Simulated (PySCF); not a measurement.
Isomers of C4H5FOSi, one GFN2-xTB conformer each. Single-point energies are computed at PBE0/pcSseg-1 (PySCF, gas phase, no added dispersion term), electronic only.

Problem. Rank them by PBE0/pcSseg-1 energy, lowest first (kcal/mol).
A. `[O:1]=[C:2]1[CH:3]=[C:4]([SiH2:5][F:6])[CH2:7]1` with C3–C4–Si5–F6 180°
B. `O=C1CC=C(F)[SiH2]1`
C. `O=C1C=C(F)[SiH2]C1`

Solution. A (0.0), C (12.1), B (26.5).

As drawn, the lowest has a four-membered ring and an Si–F bond, which the highest lacks. GFN2-xTB itself gives, in the same order: 0.0, 23.7, 32.3. Both levels put the same isomer lowest; measured from each level's own lowest isomer, the values differ by up to 11.6 kcal/mol (O=C1C=C(F)[SiH2]C1: 23.7 against 12.1).

Problem. Which frontier levels, dipoles and rotational constants go with these structures?

Solution. 
```json
{"SMILES": "O=C1C=C([SiH2]F)C1", "HOMO (eV, PBE0/pcSseg-1)": "-7.57", "LUMO (eV)": "-2.14", "dipole (D)": "2.93", "A, B, C (MHz)": "7232, 1076, 953.1"}
{"SMILES": "O=C1C=C(F)[SiH2]C1", "HOMO (eV, PBE0/pcSseg-1)": "-7.48", "LUMO (eV)": "-1.70", "dipole (D)": "2.92", "A, B, C (MHz)": "3426, 1876, 1242"}
{"SMILES": "O=C1CC=C(F)[SiH2]1", "HOMO (eV, PBE0/pcSseg-1)": "-7.00", "LUMO (eV)": "-1.62", "dipole (D)": "1.07", "A, B, C (MHz)": "4204, 1693, 1234"}
```
